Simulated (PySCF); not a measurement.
## TDDFT excited states: C5H6OS

2-thiophenemethanol, C5H6OS.
SMILES: `OCc1cccs1`

Computed, not measured: PySCF, TDDFT wB97X-D/def2-SVPD, vertical, gas phase, core orbitals frozen in the response. Geometry: PBE0-D3(BJ)/def2-SVP, one conformer, isolated molecule. Torsions of this conformer, `[OH:1][CH2:2][c:3]1[cH:4][cH:5][cH:6][s:7]1`: O1–C2–C3–C4 79°, H–O1–C2–C3 52°.

| state | E (eV) | ν̃ (cm⁻¹) | f | main configurations (H = HOMO, L = LUMO) |
| --- | --- | --- | --- | --- |
| S1 | 5.66 | 45660 | 0.138 | H→L (94%) |
| S2 | 5.85 | 47190 | 0.080 | H-1→L (82%) |
| S3 | 6.23 | 50230 | 0.0066 | H→L+1 (74%), H→L+2 (8%) |
| S4 | 6.42 | 51790 | 0.0007 | H-1→L+1 (71%), H-1→L+2 (9%) |
| S5 | 6.88 | 55460 | 0.014 | H→L+2 (61%), H-2→L (12%), H→L+3 (9%) |
| S6 | 6.93 | 55920 | 0.0011 | H-2→L (72%), H→L+2 (11%) |
| S7 | 7.27 | 58630 | 0.0061 | H-1→L+2 (73%), H-1→L+1 (8%) |
| S8 | 7.42 | 59820 | 0.174 | H→L+4 (39%), H→L+5 (24%) |
| S9 | 7.56 | 60990 | 0.055 | H-2→L+1 (31%), H→L+5 (28%), H-2→L+2 (8%) |
| S10 | 7.62 | 61440 | 0.0036 | H-3→L (68%), H-4→L (19%) |

Triplets (Tamm–Dancoff): T1 3.74 eV, H→L (93%); T2 4.62 eV, H-1→L (93%); T3 5.83 eV, H→L+5 (40%), H→L+1 (17%), H→L+6 (12%); T4 6.01 eV, H→L+1 (54%), H→L+2 (12%), H→L+5 (12%).

The lowest singlet lies at 5.66 eV (219 nm, ultraviolet) and is of moderate strength; its leading configuration is HOMO→LUMO (94%). The strongest level in the table is S8 at 7.42 eV (167 nm, f = 0.174). Löwdin shares by element: HOMO carbon 81% or more (atoms not listed hold the other 19%); LUMO carbon 53% or more, sulfur 22% (atoms not listed hold the other 25%). Orbital energies (eV): HOMO-3 -11.51, HOMO-2 -10.25, HOMO-1 -9.23, HOMO -8.75, LUMO 0.99, LUMO+1 1.88, LUMO+2 2.09. The listed states span 1.96 eV, and the widest gap between neighbours is 0.46 eV (S4 to S5). The oscillator strengths of these states sum to 0.478; summed over the whole spectrum of an exact calculation they would give the number of electrons, 60 (Thomas–Reiche–Kuhn). The vertical ionisation energy (ΔSCF) is 8.87 eV, 1.26 eV above S10. Singlets were solved by full linear response, triplets in the Tamm–Dancoff approximation.
